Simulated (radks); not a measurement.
Results of a calculation; reference values are marked as such.
Nd4+, 56 electrons, occupied as [Xe] 4f1.5 6p0.5 (fractional occupations, a model configuration). Level of theory: scalar-relativistic Kohn-Sham, SCAN, spin-unpolarised, spherical densities, finite nucleus; meta-GGA in the generalised Kohn-Sham scheme; Fermi nuclear charge, rms radius 4.9123 fm (a radial shooting solver on a logarithmic mesh with Libxc functionals).

Normalised radial functions P(r) = r R(r), r in bohr:

| r | 5s |
|---|---|
| 0.003756 | 0.1075 |
| 0.005879 | 0.1382 |
| 0.009202 | 0.1600 |
| 0.01452 | 0.1498 |
| 0.02272 | 0.0750 |
| 0.03557 | -0.0788 |
| 0.05612 | -0.2401 |
| 0.08783 | -0.1915 |
| 0.1375 | 0.1711 |
| 0.2169 | 0.3589 |
| 0.3395 | -0.2041 |
| 0.5314 | -0.5199 |
| 0.8383 | 0.4233 |
| 1.312 | 1.0170 |
| 2.054 | 0.4997 |
| 3.24 | 0.0608 |
| 5.072 | 0.0013 |
| 7.938 | 0.0000 |

5s: eigenvalue -88.374 eV, 4 radial nodes at r = 0.0290, 0.115, 0.301, 0.712 bohr, <r> = 1.39 bohr, 90 % of the charge inside 1.97 bohr.

Empty levels of this run are not shown, since the potential may be unsettled where no density lies.
